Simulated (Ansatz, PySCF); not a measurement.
Potential energy curve for KCl, singlet.

Levels of theory: RKS-PBE = restricted PBE/def2-TZVP (Ansatz, an electronic-structure program); UKS-PBE = unrestricted PBE/def2-TZVP (Ansatz); RKS-M06-2X = restricted M06-2X/def2-TZVP (PySCF); UCCSD(T) = CCSD(T) on UHF/def2-TZVP, 10 core orbitals frozen run with PySCF.

Energies relative to the lowest point of each curve near equilibrium, in kJ/mol; the last columns give the difference from UCCSD(T):

```json
[
 {"R / Å": "2.13", "RKS-PBE": "158.6", "UKS-PBE": "158.6", "RKS-M06-2X": "171.6", "UCCSD(T)": "182.9", "RKS-PBE − UCCSD(T)": "-24.4", "UKS-PBE − UCCSD(T)": "-24.4", "RKS-M06-2X − UCCSD(T)": "-11.3"},
 {"R / Å": "2.31", "RKS-PBE": "56.6", "UKS-PBE": "56.6", "RKS-M06-2X": "62.2", "UCCSD(T)": "68.0", "RKS-PBE − UCCSD(T)": "-11.4", "UKS-PBE − UCCSD(T)": "-11.4", "RKS-M06-2X − UCCSD(T)": "-5.8"},
 {"R / Å": "2.40", "RKS-PBE": "29.2", "UKS-PBE": "29.2", "RKS-M06-2X": "32.3", "UCCSD(T)": "36.3", "RKS-PBE − UCCSD(T)": "-7.1", "UKS-PBE − UCCSD(T)": "-7.1", "RKS-M06-2X − UCCSD(T)": "-4.0"},
 {"R / Å": "2.50", "RKS-PBE": "10.9", "UKS-PBE": "10.9", "RKS-M06-2X": "12.3", "UCCSD(T)": "14.6", "RKS-PBE − UCCSD(T)": "-3.7", "UKS-PBE − UCCSD(T)": "-3.7", "RKS-M06-2X − UCCSD(T)": "-2.3"},
 {"R / Å": "2.58", "RKS-PBE": "3.3", "UKS-PBE": "3.3", "RKS-M06-2X": "3.7", "UCCSD(T)": "5.0", "RKS-PBE − UCCSD(T)": "-1.7", "UKS-PBE − UCCSD(T)": "-1.7", "RKS-M06-2X − UCCSD(T)": "-1.2"},
 {"R / Å": "2.68", "RKS-PBE": "0.0", "UKS-PBE": "0.0", "RKS-M06-2X": "0.0", "UCCSD(T)": "0.0", "RKS-PBE − UCCSD(T)": "0.0", "UKS-PBE − UCCSD(T)": "0.0", "RKS-M06-2X − UCCSD(T)": "0.0"},
 {"R / Å": "2.79", "RKS-PBE": "2.2", "UKS-PBE": "2.2", "RKS-M06-2X": "2.3", "UCCSD(T)": "1.0", "RKS-PBE − UCCSD(T)": "1.1", "UKS-PBE − UCCSD(T)": "1.1", "RKS-M06-2X − UCCSD(T)": "1.2"},
 {"R / Å": "2.85", "RKS-PBE": "5.2", "UKS-PBE": "5.2", "RKS-M06-2X": "5.5", "UCCSD(T)": "3.7", "RKS-PBE − UCCSD(T)": "1.5", "UKS-PBE − UCCSD(T)": "1.5", "RKS-M06-2X − UCCSD(T)": "1.8"},
 {"R / Å": "2.97", "RKS-PBE": "13.9", "UKS-PBE": "13.9", "RKS-M06-2X": "15.0", "UCCSD(T)": "12.1", "RKS-PBE − UCCSD(T)": "1.9", "UKS-PBE − UCCSD(T)": "1.9", "RKS-M06-2X − UCCSD(T)": "2.9"},
 {"R / Å": "3.08", "RKS-PBE": "24.1", "UKS-PBE": "24.1", "RKS-M06-2X": "26.0", "UCCSD(T)": "22.2", "RKS-PBE − UCCSD(T)": "1.9", "UKS-PBE − UCCSD(T)": "1.9", "RKS-M06-2X − UCCSD(T)": "3.8"},
 {"R / Å": "3.36", "RKS-PBE": "54.2", "UKS-PBE": "54.2", "RKS-M06-2X": "58.3", "UCCSD(T)": "52.8", "RKS-PBE − UCCSD(T)": "1.3", "UKS-PBE − UCCSD(T)": "1.3", "RKS-M06-2X − UCCSD(T)": "5.5"},
 {"R / Å": "3.63", "RKS-PBE": "84.1", "UKS-PBE": "84.1", "RKS-M06-2X": "90.0", "UCCSD(T)": "83.8", "RKS-PBE − UCCSD(T)": "0.3", "UKS-PBE − UCCSD(T)": "0.3", "RKS-M06-2X − UCCSD(T)": "6.3"},
 {"R / Å": "4.07", "RKS-PBE": "128.6", "UKS-PBE": "128.6", "RKS-M06-2X": "137.0", "UCCSD(T)": "130.5", "RKS-PBE − UCCSD(T)": "-1.9", "UKS-PBE − UCCSD(T)": "-1.9", "RKS-M06-2X − UCCSD(T)": "6.4"},
 {"R / Å": "4.46", "RKS-PBE": "161.5", "UKS-PBE": "161.5", "RKS-M06-2X": "172.5", "UCCSD(T)": "166.6", "RKS-PBE − UCCSD(T)": "-5.1", "UKS-PBE − UCCSD(T)": "-5.1", "RKS-M06-2X − UCCSD(T)": "5.9"},
 {"R / Å": "4.80", "RKS-PBE": "185.1", "UKS-PBE": "185.1", "RKS-M06-2X": "199.3", "UCCSD(T)": "194.1", "RKS-PBE − UCCSD(T)": "-9.0", "UKS-PBE − UCCSD(T)": "-9.0", "RKS-M06-2X − UCCSD(T)": "5.2"},
 {"R / Å": "5.34", "RKS-PBE": "214.2", "UKS-PBE": "212.6", "RKS-M06-2X": "235.1", "UCCSD(T)": "230.9", "RKS-PBE − UCCSD(T)": "-16.7", "UKS-PBE − UCCSD(T)": "-18.3", "RKS-M06-2X − UCCSD(T)": "4.2"},
 {"R / Å": "5.95", "RKS-PBE": "237.4", "UKS-PBE": "233.2", "RKS-M06-2X": "267.3", "UCCSD(T)": "263.9", "RKS-PBE − UCCSD(T)": "-26.5", "UKS-PBE − UCCSD(T)": "-30.8", "RKS-M06-2X − UCCSD(T)": "3.4"},
 {"R / Å": "6.50", "RKS-PBE": "252.1", "UKS-PBE": "245.6", "RKS-M06-2X": "289.8", "UCCSD(T)": "287.4", "RKS-PBE − UCCSD(T)": "-35.3", "UKS-PBE − UCCSD(T)": "-41.8", "RKS-M06-2X − UCCSD(T)": "2.4"},
 {"R / Å": "7.26", "RKS-PBE": "266.0", "UKS-PBE": "257.1", "RKS-M06-2X": "313.2", "UCCSD(T)": "312.4", "RKS-PBE − UCCSD(T)": "-46.4", "UKS-PBE − UCCSD(T)": "-55.3", "RKS-M06-2X − UCCSD(T)": "0.8"},
 {"R / Å": "8.00", "RKS-PBE": "275.1", "UKS-PBE": "264.4", "RKS-M06-2X": "330.2", "UCCSD(T)": "—", "RKS-PBE − UCCSD(T)": "—", "UKS-PBE − UCCSD(T)": "—", "RKS-M06-2X − UCCSD(T)": "—"}
]
```

RKS-PBE is furthest from UCCSD(T) at 7.26 (-46.4 kJ/mol, below); its mean absolute difference over the points is 10.4 kJ/mol.

UKS-PBE is furthest from UCCSD(T) at 7.26 (-55.3 kJ/mol, below); its mean absolute difference over the points is 11.5 kJ/mol.

RKS-M06-2X is furthest from UCCSD(T) at 2.13 (-11.3 kJ/mol, below); its mean absolute difference over the points is 3.9 kJ/mol.

A dash means that the run gave no value there, or that the column was ended at a point which the program doubted or which failed a test of continuity chosen for this set; such a test can also cut sound points.

The restricted form behind RKS-PBE, RKS-M06-2X keeps the bonding electrons paired and can't separate into open-shell fragments. The unrestricted determinant behind UKS-PBE is spin-contaminated at 4.80 to 8.00 Å (<S²> up to 0.4, against 0.00 for a pure singlet). At the longest distance RKS-M06-2X leaves fractional charges on the fragments, a sign of delocalisation error or of the restricted form. The unrestricted determinant behind UCCSD(T) is spin-contaminated at 8.00 Å (<S²> up to 1.0, against 0.00 for a pure singlet).
